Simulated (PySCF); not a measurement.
PySCF input for CH₃AlF, SMILES [CH3][Al][F], multiplicity 2, TDA-LC-ωPBE/def2-SVPD. Coordinates come from a PBE0-D3(BJ)/def2-TZVP optimisation. The spin state was assumed, not searched. The isomer is the one that the SMILES or the coordinates give; other isomers of the formula were not compared.

```python
import numpy as np
from pyscf import gto, scf, dft, tdscf

mol = gto.M(
    atom='''
    Al    0.56312162    0.16639205    0.00000000
    C    -0.29071798   -1.60400417    0.00000000
    H    -0.92871095   -1.69036130    0.88525765
    H    -0.92871093   -1.69036130   -0.88525766
    H     0.42981673   -2.42268224   -0.00000000
    F    -0.46096312    1.47381479   -0.00000000
    ''',
    basis='def2-SVPD',
    charge=0,
    spin=1,
    max_memory=1600,
    verbose=4,
)
mf = dft.UKS(mol, xc='lc_wpbe').density_fit(auxbasis='def2-universal-jkfit')
mf.grids.level = 3
mf.conv_tol = 1e-9
mf.max_cycle = 100
mf.kernel()
fine, coarse = mf.grids, dft.Grids(mol).set(level=1).build(with_non0tab=True)
for _ in range(3):  # follow internal instabilities
    mf.grids = coarse
    mo, _, stable, _ = mf.stability(return_status=True, nroots=4)
    mf.grids = fine
    if stable:
        break
    mf.kernel(mf.make_rdm1(mo, mf.mo_occ))
mf.grids = dft.Grids(mol).set(level=1).build(with_non0tab=True)  # coarser grid for the response kernel
td = tdscf.TDA(mf)
td.nstates = 10
td.conv_tol = 1e-4
td.kernel(x0=td.get_init_guess(mf, 15))
td.analyze()
```

Output:

```
PySCF version 2.14.0

[INPUT] verbose = 4
[INPUT] num. atoms = 6
[INPUT] num. electrons = 31
[INPUT] charge = 0
[INPUT] spin (= nelec alpha-beta = 2S) = 1
[INPUT] symmetry False subgroup None
[INPUT] Mole.unit = angstrom
[INPUT] Symbol           X                Y                Z      unit          X                Y                Z       unit  Magmom
[INPUT]  1 Al     0.563121620000   0.166392050000   0.000000000000 AA    1.064145636621   0.314435403805   0.000000000000 Bohr   0.0
[INPUT]  2 C     -0.290717980000  -1.604004170000   0.000000000000 AA   -0.549377361687  -3.031128583960   0.000000000000 Bohr   0.0
[INPUT]  3 H     -0.928710950000  -1.690361300000   0.885257650000 AA   -1.755009344385  -3.194319908564   1.672894508176 Bohr   0.0
[INPUT]  4 H     -0.928710930000  -1.690361300000  -0.885257660000 AA   -1.755009306590  -3.194319908564  -1.672894527073 Bohr   0.0
[INPUT]  5 H      0.429816730000  -2.422682240000   0.000000000000 AA    0.812235903456  -4.578205920448   0.000000000000 Bohr   0.0
[INPUT]  6 F     -0.460963120000   1.473814790000   0.000000000000 AA   -0.871094050325   2.785106311433   0.000000000000 Bohr   0.0

nuclear repulsion = 89.2864628754333
number of shells = 39
number of NR pGTOs = 135
number of NR cGTOs = 91
basis = def2-SVPD
ecp = {}


******** <class 'pyscf.df.df_jk.DFUKS'> ********
method = DFUKS
initial guess = minao
damping factor = 0
level_shift factor = 0
DIIS = <class 'pyscf.scf.diis.CDIIS'>
diis_start_cycle = 1
diis_space = 8
diis_damp = 0
SCF conv_tol = 1e-09
SCF conv_tol_grad = None
SCF max_cycles = 100
direct_scf = False
number electrons alpha = 16  beta = 15
XC library pyscf.dft.libxc version 7.1.2
    S. Lehtola, C. Steigemann, M. J. T. Oliveira, and M. A. L. Marques,  SoftwareX 7, 1–5 (2018)
XC functionals = lc_wpbe
    O. A. Vydrov and G. E. Scuseria,  J. Chem. Phys. 125, 234109 (2006)
radial grids:
    Treutler-Ahlrichs [JCP 102, 346 (1995); DOI:10.1063/1.469408] (M4) radial grids

becke partition: Becke, JCP 88, 2547 (1988); DOI:10.1063/1.454033
pruning grids: <function nwchem_prune>
grids dens level: 3
symmetrized grids: False
atomic radii adjust function: <function treutler_atomic_radii_adjust>
small_rho_cutoff = 0
Set gradient conv threshold to 3.16228e-05
tot grids = 76984
Create RSH-DF object <pyscf.df.df.DF object> for omega=0.4
******** <class 'pyscf.df.df.DF'> ********
auxbasis = auxmol.basis = def2-universal-jkfit
init E= -381.770264175572
  alpha nocc = 16  HOMO = -0.156409316463699  LUMO = -0.00114424364335175
  beta  nocc = 15  HOMO = -0.418949776140082  LUMO = -0.156409316463698

WARN: HOMO -0.156409316463699 >= LUMO -0.156409316463698

cycle= 1 E= -381.798281457655  delta_E= -0.028  |g|= 0.428  |ddm|= 1.73
  alpha nocc = 16  HOMO = -0.280990821903547  LUMO = 0.0447720878509115
  beta  nocc = 15  HOMO = -0.347579627350881  LUMO = -0.0315526996357041
  HOMO = -0.280990821904  LUMO = -0.0315526996357  gap/eV = 6.78756
cycle= 2 E= -381.788500139305  delta_E= 0.00978  |g|= 0.546  |ddm|= 0.664
  alpha nocc = 16  HOMO = -0.300179918667307  LUMO = 0.0471083120544247
  beta  nocc = 15  HOMO = -0.429643973815774  LUMO = -0.0274781655303524
  HOMO = -0.300179918667  LUMO = -0.0274781655304  gap/eV = 7.42059
cycle= 3 E= -381.881560485363  delta_E= -0.0931  |g|= 0.032  |ddm|= 0.294
  alpha nocc = 16  HOMO = -0.304224046729435  LUMO = 0.0533606017616703
  beta  nocc = 15  HOMO = -0.435374357327077  LUMO = -0.0172267042952119
  HOMO = -0.304224046729  LUMO = -0.0172267042952  gap/eV = 7.80960
cycle= 4 E= -381.883838002229  delta_E= -0.00228  |g|= 0.0193  |ddm|= 0.132
  alpha nocc = 16  HOMO = -0.305092938128553  LUMO = 0.0547973168321758
  beta  nocc = 15  HOMO = -0.431733111082439  LUMO = -0.0135949685570851
  HOMO = -0.305092938129  LUMO = -0.0135949685571  gap/eV = 7.93206
cycle= 5 E= -381.884467218807  delta_E= -0.000629  |g|= 0.00787  |ddm|= 0.0639
  alpha nocc = 16  HOMO = -0.306556331186512  LUMO = 0.0542398152171719
  beta  nocc = 15  HOMO = -0.43452381235609  LUMO = -0.0138820963954744
  HOMO = -0.306556331187  LUMO = -0.0138820963955  gap/eV = 7.96407
cycle= 6 E= -381.884657276423  delta_E= -0.00019  |g|= 0.00316  |ddm|= 0.0441
  alpha nocc = 16  HOMO = -0.306405695209729  LUMO = 0.0544878935899402
  beta  nocc = 15  HOMO = -0.434619423451371  LUMO = -0.0137363309001932
  HOMO = -0.30640569521  LUMO = -0.0137363309002  gap/eV = 7.96394
cycle= 7 E= -381.884692023393  delta_E= -3.47e-05  |g|= 0.00113  |ddm|= 0.0207
  alpha nocc = 16  HOMO = -0.306425963761144  LUMO = 0.0545629287257836
  beta  nocc = 15  HOMO = -0.434748549608758  LUMO = -0.0137889649034304
  HOMO = -0.306425963761  LUMO = -0.0137889649034  gap/eV = 7.96306
cycle= 8 E= -381.884695526951  delta_E= -3.5e-06  |g|= 0.000276  |ddm|= 0.0059
  alpha nocc = 16  HOMO = -0.306382403423833  LUMO = 0.0546046745429782
  beta  nocc = 15  HOMO = -0.434730791743121  LUMO = -0.0137911653704044
  HOMO = -0.306382403424  LUMO = -0.0137911653704  gap/eV = 7.96181
cycle= 9 E= -381.884695778484  delta_E= -2.52e-07  |g|= 7.95e-05  |ddm|= 0.00116
  alpha nocc = 16  HOMO = -0.30638854802151  LUMO = 0.0546000264721154
  beta  nocc = 15  HOMO = -0.434741022116846  LUMO = -0.0138124757982414
  HOMO = -0.306388548022  LUMO = -0.0138124757982  gap/eV = 7.96140
cycle= 10 E= -381.884695789547  delta_E= -1.11e-08  |g|= 2.13e-05  |ddm|= 0.000416
  alpha nocc = 16  HOMO = -0.306387437966666  LUMO = 0.0546026995090538
  beta  nocc = 15  HOMO = -0.434741024402194  LUMO = -0.01381205076745
  HOMO = -0.306387437967  LUMO = -0.0138120507674  gap/eV = 7.96138
cycle= 11 E= -381.884695790549  delta_E= -1e-09  |g|= 8.09e-06  |ddm|= 9.05e-05
  alpha nocc = 16  HOMO = -0.306388100643354  LUMO = 0.0546027624626491
  beta  nocc = 15  HOMO = -0.434742050256675  LUMO = -0.0138119055907318
  HOMO = -0.306388100643  LUMO = -0.0138119055907  gap/eV = 7.96140
cycle= 12 E= -381.884695790692  delta_E= -1.43e-10  |g|= 2.03e-06  |ddm|= 4.22e-05
  alpha nocc = 16  HOMO = -0.306388028615875  LUMO = 0.0546029077135985
  beta  nocc = 15  HOMO = -0.43474201814124  LUMO = -0.0138116406183846
  HOMO = -0.306388028616  LUMO = -0.0138116406184  gap/eV = 7.96141
Extra cycle  E= -381.8846957907  delta_E= -7.11e-12  |g|= 1.08e-06  |ddm|= 7.85e-06
converged SCF energy = -381.8846957907  <S^2> = 0.7532397  2S+1 = 2.0032371
tot grids = 24248
uhf_internal: lowest eigs of H = [0.20010858 0.36305817 0.36529428 0.4389836 ]
<class 'pyscf.df.df_jk.DFUKS'> wavefunction is stable in the internal stability analysis
tot grids = 24248


******** <class 'pyscf.tdscf.uks.TDA'> for <class 'pyscf.df.df_jk.DFUKS'> ********
nstates = 10
deg_eia_thresh = 1.000e-03
wfnsym = None
conv_tol = 0.0001
eigh lindep = 1e-12
eigh level_shift = 0
eigh max_cycle = 100


Excitation energies (eV)
[2.8983715  5.13991352 5.44861323 6.0447141  6.14136478 6.67525621
 7.55127283 7.61683376 7.66160334 7.89509321]

** Excitation energies and oscillator strengths **
Excited State   1:      2.89837 eV    427.77 nm  f=0.0658
      16a ->   17a     -0.98673
Excited State   2:      5.13991 eV    241.22 nm  f=0.1218
      16a ->   18a      0.15867
      16a ->   19a      0.82775
      16a ->   20a     -0.47749
      16a ->   27a      0.15585
Excited State   3:      5.44861 eV    227.55 nm  f=0.0038
      16a ->   18a      0.50379
      16a ->   19a     -0.25110
      16a ->   20a     -0.29736
      16a ->   21a      0.14890
      16a ->   28a      0.13194
      15b ->   16b     -0.69197
      15b ->   18b     -0.12382
      15b ->   19b     -0.10272
Excited State   4:      6.04471 eV    205.11 nm  f=0.0369
      16a ->   18a     -0.81246
      16a ->   20a     -0.16133
      15b ->   16b     -0.51226
Excited State   5:      6.14136 eV    201.88 nm  f=0.3974
      16a ->   18a      0.13528
      16a ->   19a      0.37596
      16a ->   20a      0.76504
      16a ->   21a     -0.17486
      16a ->   24a      0.10427
      15b ->   16b     -0.39239
Excited State   6:      6.67526 eV    185.74 nm  f=0.0011
      15a ->   17a     -0.67006
      15a ->   26a     -0.11291
      16a ->   23a     -0.13198
      16a ->   26a      0.12870
      15b ->   17b      0.66256
      15b ->   26b      0.12853
Excited State   7:      7.55127 eV    164.19 nm  f=0.0143
      16a ->   22a     -0.97881
Excited State   8:      7.61683 eV    162.78 nm  f=0.0021
      15a ->   18a     -0.13465
      16a ->   19a     -0.20113
      16a ->   21a     -0.88732
      16a ->   24a     -0.21045
      16a ->   27a      0.18503
Excited State   9:      7.66160 eV    161.83 nm  f=0.1592
      15a ->   17a      0.51488
      16a ->   23a      0.47182
      16a ->   26a     -0.17900
      12b ->   16b      0.11935
      13b ->   16b      0.18088
      15b ->   17b      0.62472
Excited State  10:      7.89509 eV    157.04 nm  f=0.0008
      15a ->   17a      0.45365
      16a ->   23a     -0.75836
      16a ->   26a      0.34560
      15b ->   17b      0.25108

** Transition electric dipole moments (AU) **
state          X           Y           Z        Dip. S.      Osc.
  1        -0.0000     -0.0000     -0.9625      0.9265      0.0658
  2         0.3750     -0.9094      0.0000      0.9676      0.1218
  3        -0.1683     -0.0164      0.0000      0.0286      0.0038
  4        -0.0504     -0.4968     -0.0000      0.2493      0.0369
  5        -1.2334     -1.0582      0.0000      2.6410      0.3974
  6         0.0000     -0.0000     -0.0838      0.0070      0.0011
  7        -0.0000     -0.0000     -0.2775      0.0770      0.0143
  8         0.0614      0.0874     -0.0000      0.0114      0.0021
  9         0.0000      0.0000      0.9210      0.8482      0.1592
 10         0.0000      0.0000      0.0649      0.0042      0.0008

** Transition velocity dipole moments (imaginary part, AU) **
state          X           Y           Z        Dip. S.      Osc.
  1        -0.0000     -0.0000     -0.0379      0.0014      0.0090
  2         0.0721     -0.1527      0.0000      0.0285      0.1007
  3        -0.0117     -0.0047     -0.0000      0.0002      0.0005
  4         0.0346     -0.0928     -0.0000      0.0098      0.0294
  5        -0.2672     -0.2301      0.0000      0.1243      0.3673
  6         0.0000     -0.0000     -0.0244      0.0006      0.0016
  7        -0.0000     -0.0000     -0.0711      0.0051      0.0121
  8         0.0374      0.0304     -0.0000      0.0023      0.0055
  9         0.0000      0.0000      0.1402      0.0197      0.0466
 10         0.0000     -0.0000     -0.0251      0.0006      0.0015

** Transition magnetic dipole moments (imaginary part, AU) **
state          X           Y           Z
  1         0.4173     -0.8482      0.0000
  2         0.0000      0.0000      1.2209
  3        -0.0000      0.0000      0.0012
  4        -0.0000      0.0000      0.3652
  5        -0.0000      0.0000      0.5136
  6        -0.0547     -0.0610      0.0000
  7         0.0518      0.0311     -0.0000
  8        -0.0000     -0.0000      0.1793
  9         0.6464      0.3787      0.0000
 10         0.0639      0.0695     -0.0000
```

Self-consistency was reached.
